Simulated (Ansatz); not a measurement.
A nudged elastic band was laid between two geometries of B2ClH2IO (7 atoms, charge 0, multiplicity 1).

Computed with UKS PBE/def2-SVP (Ansatz).

```yaml
movable_images: 7
climbing_image: yes
spring: 5.0 eV/Å²
optimiser: quadratic models (default)
start_path: through a guess of the saddle point
force_threshold: 0.2 eV/Å
iteration_limit: 60
end_points: relaxed
```

First end point:

```xyz
7
Properties=species:S:1:pos:R:3
B 0.334 0.063 1.412
O 0.005 -0.058 0.108
B -0.306 -0.158 -1.187
Cl -1.137 -1.591 -1.792
I 0.222 1.451 -2.519
H -0.473 0.580 2.161
H 1.417 -0.355 1.772
```

Last end point:

```xyz
7
Properties=species:S:1:pos:R:3
B 0.227 -0.069 0.553
O -0.672 0.507 1.398
B -0.126 -0.272 -1.096
Cl -0.835 -1.720 -1.789
I 0.475 1.338 -2.400
H -0.329 0.581 2.307
H 1.321 -0.431 0.981
```

(1) What changes between the two ends?

(2) What energy profile does the band end with?

(3) What is the geometry of the highest image?

The band took 17 iterations and roughly 8 core-minutes.

## Answers

(1) Bonds broken: B1–H6, O2–B3. Bonds formed: B1–B3, O2–H6.

(2) It converged. The highest image is number 5 of 0 to 8, 4.77 eV above the first end and 3.59 eV above the last; the last end lies 1.18 eV above the first. The threshold of 0.2 eV/Å is loose, so the images may lie well off the minimum-energy path. Neighbouring images differ by up to 2.3 eV, so the band resolves the path poorly. Another band between the same ends (7 images) ends at a top of the same energy, where a vibrational analysis finds 2 clearly imaginary modes. The orbitals stay closed-shell, which can raise the energy where a bond breaks towards radicals; this wasn't checked here.

```json
{"image": "0", "path coordinate (Å)": "0.00", "energy (eV)": "0.00", "B1–H6 (Å)": "1.22", "O2–B3 (Å)": "1.34", "B1–B3 (Å)": "2.69"}
{"image": "1", "path coordinate (Å)": "0.54", "energy (eV)": "0.02", "B1–H6 (Å)": "1.21", "O2–B3 (Å)": "1.34", "B1–B3 (Å)": "2.64"}
{"image": "2", "path coordinate (Å)": "1.09", "energy (eV)": "0.11", "B1–H6 (Å)": "1.21", "O2–B3 (Å)": "1.35", "B1–B3 (Å)": "2.51"}
{"image": "3", "path coordinate (Å)": "1.63", "energy (eV)": "0.57", "B1–H6 (Å)": "1.17", "O2–B3 (Å)": "1.35", "B1–B3 (Å)": "2.29"}
{"image": "4", "path coordinate (Å)": "2.18", "energy (eV)": "2.72", "B1–H6 (Å)": "1.16", "O2–B3 (Å)": "1.36", "B1–B3 (Å)": "1.93"}
{"image": "5", "path coordinate (Å)": "2.72", "energy (eV)": "4.77", "B1–H6 (Å)": "1.30", "O2–B3 (Å)": "1.51", "B1–B3 (Å)": "1.62"}
{"image": "6", "path coordinate (Å)": "3.36", "energy (eV)": "2.45", "B1–H6 (Å)": "1.70", "O2–B3 (Å)": "2.06", "B1–B3 (Å)": "1.62"}
{"image": "7", "path coordinate (Å)": "4.00", "energy (eV)": "1.35", "B1–H6 (Å)": "1.94", "O2–B3 (Å)": "2.46", "B1–B3 (Å)": "1.68"}
{"image": "8", "path coordinate (Å)": "4.63", "energy (eV)": "1.18", "B1–H6 (Å)": "1.95", "O2–B3 (Å)": "2.67", "B1–B3 (Å)": "1.70"}
```

(3) 
```xyz
7
Properties=species:S:1:pos:R:3
B 0.527 -0.104 0.640
O -0.987 0.167 0.528
B -0.307 -0.267 -0.743
Cl -0.927 -1.724 -1.544
I 0.507 1.509 -1.842
H -0.184 0.582 1.487
H 1.432 -0.232 1.429
```

The run took 4.2 min on 2 threads of Intel(R) Xeon(R) Platinum 8375C CPU @ 2.90GHz (Ice Lake), with other jobs on the host, peak memory 0.25 GiB.
